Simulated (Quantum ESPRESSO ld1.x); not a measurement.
Ho+, configuration [Xe] 4f11 6s1. All-electron calculation, non-relativistic Kohn-Sham, PBEsol, spin-unpolarised, spherical densities, point nucleus; relativity is left out, which matters for an element this heavy. Program: ld1.x of Quantum ESPRESSO 7.5. Some entries of the table are withheld. Estimate them.

orbital  occ.  eigenvalue (hartree)  <r^2> (bohr^2)
1s          2                   (1)       0.0006849
2s          2              -306.077         0.01083
2p          6              -291.958        0.008041
3s          2              -68.0437         0.06941
3p          6                   (2)         0.06470
3d         10              -49.7913         0.05121
4s          2              -13.2353          0.3488
4p          6              -10.6956          0.3667
4d         10              -6.13662          0.4155
5s          2              -1.80936           2.148
5p          6              -1.14512           2.796
4f         11              -0.49587          0.8667
6s          1              -0.30535           17.30

Answer. 
(1) 1s eigenvalue (hartree): -1903.17
(2) 3p eigenvalue (hartree): -61.6726
